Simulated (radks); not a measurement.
Valence configurations of the ruthenium ion Ru3+ (all share [Kr]). Method: Dirac Kohn-Sham, PBE, spin-unpolarised, spherical densities, point nucleus; open shells fill j = l - 1/2 first; computed with a radial shooting solver on a logarithmic mesh with Libxc functionals. Energies are relative to 4d5; eigenvalues in eV.

valence      E (eV)  e(4d3/2)  e(4d5/2)  e(5p1/2)  e(5s1/2)
4d5           0.000   -37.507   -37.093         -         -
4d4.5 5s0.5   4.426   -39.393   -38.965         -   -29.629
4d4 5s1       9.340   -41.312         -         -   -30.544
4d4 5p1      16.039   -42.240         -   -24.406         -
4d3 5s2      21.151   -45.270         -         -   -32.400
4d3 5p2      35.276   -47.047         -   -26.387         -
4d2 5s2 5p1  42.505   -50.164         -   -27.326   -34.734

NIST lists [Kr] 4d5 as the ground configuration; this level of theory agrees among the configurations tried. The energies are those of spherical spin-averaged densities, not of single terms.
